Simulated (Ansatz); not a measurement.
H$_{4}$SSiSn, SMILES `[SiH2]1[S][SnH2]1` at its PBE0-D4/def2-TZVP geometry, where that method's forces vanish. Charge 0, multiplicity 1. Sn takes the def2 core potential.

```xyz
7

Si    0.5735    0.2730   -1.0898
S     0.2701    1.7150    0.4265
Sn   -0.5804   -0.5802    0.9238
H     1.9667   -0.1550   -1.3640
H    -0.1898    0.4293   -2.3517
H     0.2231   -1.1782    2.2982
H    -2.2632   -0.5039    1.1571
```

Q: What forces (eV/Å) does B3LYP-D4/def2-TZVPP give on these atoms in the Gaussian-basis code of Ansatz? (Best estimate.)

A: The calculation gave: 
```
Si1  0.133 -0.031 -0.305
S2   0.069  0.337  0.047
Sn3 -0.122 -0.303  0.087
H4  -0.091  0.022  0.004
H5   0.057 -0.018  0.072
H6   0.023 -0.016  0.069
H7  -0.069  0.009  0.027
```

B3LYP here is the variant with VWN-RPA as its local correlation; programs differ in this.
